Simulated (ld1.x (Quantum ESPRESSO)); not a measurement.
**What one change does to a pseudopotential (aluminium (Al), TM)**

aluminium (Al), norm-conserving Troullier–Martins (Kleinman–Bylander form), made with ld1.x (Quantum ESPRESSO) 7.5 (LDA (PZ), scalar-relativistic). Core [Ne], reference 3s1.75 3p1.25. Waves: 3s (bound): rc 1.85 bohr; 3p (bound): rc 2.45 bohr; 3d channel at -0.1 Ry: rc 2.65 bohr. Local part: all-electron potential smoothed inside 1.45 bohr (lloc = -1). Core correction: none.

Change: core correction a·sin(br)/r model core inside 1.32 bohr.

Cutoffs: the cutoffs (Ry, on a coarse ladder) from which the occupation-weighted sum of valence levels, in a spherical-Bessel basis at the reference potential, stays within 10 and 1 mRy of its value at 400 Ry; they do not see the model core or the augmentation charge, which bear on the density cutoff. Errors are all-electron minus pseudo energies relative to the spin-unpolarised reference configuration.

Question: What does the change do?

Answer: The potential gets neither clearly harder nor softer (10 Ry and 30 Ry → 10 Ry and 30 Ry); of the 9 tests that both files solve, the error grows in 0 and shrinks in 9 by more than 15 % and 0.3 meV (median size 7.2 → 2.0 meV); neither file shows a bound ghost. Exchange and correlation are not linear in the density, so unscreening with the valence charge alone errs where core and valence overlap; a model core restores that term. A model core, the more so a compact one, raises the density cutoff, which this test does not measure.

| quantity | base | changed |
| --- | --- | --- |
| cutoff, loose | 10 Ry | 10 Ry |
| cutoff, tight | 30 Ry | 30 Ry |
| bound ghosts | none | none |
| error for 3s2 3p1, meV [ΔE -1.27 eV] | +0.5 | 0.0 |
| error for 3s2 3p0, meV [ΔE 4.58 eV] | +3.1 | +2.0 |
| error for 3s1 3p0, meV [ΔE 23.96 eV] | +87 | +25 |
| error for 3s2 3p0.5, meV [ΔE 0.86 eV] | +0.4 | -0.1 |
| error for 3s2 3p1.3, meV [ΔE -1.87 eV] | +0.8 | +0.3 |
| error for 3s1 3p1, meV [ΔE 10.40 eV] | +18 | +5.1 |
| error for 3s0 3p3, meV [ΔE 9.24 eV] | +27 | -4.7 |
| error for 3s1.75 3p1.25 (spin-polarised), meV [ΔE -0.33 eV] | +25 | +3.4 |
| error for 3s2 3p1 (spin-polarised), meV [ΔE -1.40 eV] | +7.2 | +1.2 |
| s: phases at 2.90 bohr within 0.05 rad from the reference energy up to (Ry; the scan ends near 5) | 1.0 | 1.0 |
| p: phases at 2.90 bohr within 0.05 rad from the reference energy up to (Ry; the scan ends near 5) | 1.9 | 1.9 |
| d: phases at 2.90 bohr within 0.05 rad from the reference energy up to (Ry; the scan ends near 5) | 2.9 | 2.9 |
